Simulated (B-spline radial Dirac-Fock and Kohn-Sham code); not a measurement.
**Atomic SCF run for Se⁷⁺**

ΔSCF core binding energies without Breit or QED terms, calculated with a B-spline atomic structure program. Keys: rel is the Hamiltonian (dirac, or spin-free x2c and nr, where L3 and M5 stand for the whole 2p and 3d shells), method is hf or an exchange,correlation pair (spin-unpolarised, also for the hole states), nuc the nuclear model, radius_factor scales its radius, rmax is the box in bohr, h the logarithmic mesh step, order the B-spline order, points the quadrature points per cell, c_factor scales the speed of light, and damp, ndamp, maxit and tol steer the iteration. The run stops when the commutator error falls below 10·tol·max(1, Z/10), or the numerical noise floor, and the energy has settled to about 1e-8 Ha; the virial ratio is −V/T.

Input (task.json):

```json
{"items": [{"Z": 34, "q": 7, "cfg": [[1, 0, 2], [2, 0, 2], [2, 1, 6], [3, 0, 2], [3, 1, 6], [3, 2, 9]], "A": 80, "rrms": 4.14, "do": "settings", "holes": ["K", "L3", "M5"],
  "settings": [{"rel": "dirac", "method": "hf", "nuc": "fermi", "radius_factor": 1.0, "rmax": 80.0, "h": 0.3, "order": 7, "points": 10, "c_factor": 1.0, "maxit": 60, "damp": 0.5, "ndamp": 3, "tol": 0.0001}]}]}
```

Command: `python xray2_run.py task.json out`

Ground-state iterations:

```
iter   energy (Ha)        error
   1    -2387.55811272  1.60e+00
   2    -2407.15144880  1.04e+00
   3    -2413.25367914  3.01e-01
   4    -2413.79758979  7.85e-02
   5    -2413.82757864  3.84e-02
   6    -2413.83787858  1.64e-03
   7    -2413.83789024  2.16e-05
   8    -2413.83789024  1.83e-06
```

The ground state converged in 8 iterations, with total energy -2413.83789 Ha, virial ratio 1.97608 and highest orbital energy -189.91 eV. ΔSCF binding energies: K (1s) 12826.4 eV, L3 (2p3/2) 1577.8 eV. Holes are computed only in closed shells, and unreliable hole states are left out.
